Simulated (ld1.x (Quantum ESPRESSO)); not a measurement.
Before and after: RRKJ potential for In (Z = 49)

```json
{"Element": "In", "Generator": "ld1.x (Quantum ESPRESSO) 7.5", "Type": "norm-conserving RRKJ (Kleinman–Bylander form)", "Functional": "LDA (PZ)", "Relativity": "scalar-relativistic", "Frozen core": "[Kr] 4d10", "Valence charge": "3", "Reference configuration": "5s2 5p1", "Partial waves": "5s (bound): rc 2.05 bohr; 5p (bound): rc 2.85 bohr", "Local potential": "all-electron potential smoothed inside 1.80 bohr (lloc = -1)", "Core correction": "none", "rho0": "0.005"}
```

All-electron outer shells of the reference configuration (LDA (PZ), scalar-relativistic, ld1.x):

| shell | level (eV) | outermost node (bohr) | outermost maximum (bohr) |
| --- | --- | --- | --- |
| 4p | -78.05 | 0.42 | 0.82 |
| 4d | -18.71 | 0.40 | 0.94 |
| 5s | -8.49 | 1.02 | 2.13 |
| 5p | -2.70 | 1.14 | 2.85 |

Change: local potential all-electron potential smoothed inside 2.50 bohr (lloc = -1).

Cutoffs: the cutoffs (Ry, on a coarse ladder) from which the occupation-weighted sum of valence levels, in a spherical-Bessel basis at the reference potential, stays within 10 and 1 mRy of its value at 400 Ry; they do not see the model core or the augmentation charge, which bear on the density cutoff. Errors are all-electron minus pseudo energies relative to the spin-unpolarised reference configuration.

Problem. How do hardness, ghosts and transferability respond?

Solution. The potential gets neither clearly harder nor softer (25 Ry and 35 Ry → 25 Ry and 40 Ry); the bound ghost in s disappears; the errors of the 9 common tests hardly move; the range in which the s phases agree narrows (upper end at the end of the scan → 1.4). In the separable form a ghost depends on how the local part lies against the semilocal potential of the channel, so the choice of the local part can create or remove one.

| quantity | base | changed |
| --- | --- | --- |
| cutoff, loose | 25 Ry | 25 Ry |
| cutoff, tight | 35 Ry | 40 Ry |
| loose cutoff by channel (10 mRy a level) | s 21 Ry, p 6 Ry | s 18 Ry, p 6 Ry |
| bound ghosts | s | none |
| error for 5s2 5p0, meV [ΔE 5.59 eV] | +14 | +16 |
| error for 5s1 5p0, meV [ΔE 25.26 eV] | +154 | +167 |
| error for 5s2 5p0.5, meV [ΔE 2.05 eV] | +2.2 | +2.5 |
| error for 5s2 5p1.3, meV [ΔE -0.58 eV] | +0.7 | +0.7 |
| error for 5s1 5p2, meV [ΔE 5.94 eV] | +18 | +18 |
| error for 5s0 5p3, meV [ΔE 12.16 eV] | +93 | +92 |
| error for 5s1 5p1, meV [ΔE 12.29 eV] | +32 | +34 |
| error for 5s2 5p1 (spin-polarised), meV [ΔE -0.12 eV] | +19 | +19 |
| error for 5s1 5p0 (spin-polarised), meV [ΔE 25.03 eV] | +465 | +477 |
| s: phases at 3.09 bohr within 0.05 rad from the reference energy up to (Ry; the scan ends near 5) | to the end of the scan | 1.4 |
| p: phases at 3.09 bohr within 0.05 rad from the reference energy up to (Ry; the scan ends near 5) | 1.5 | 2.2 |

 A true bound ghost makes a file unfit for plane-wave use even where its test errors are small: the radial tests pick states by their node count and pass the ghost by.
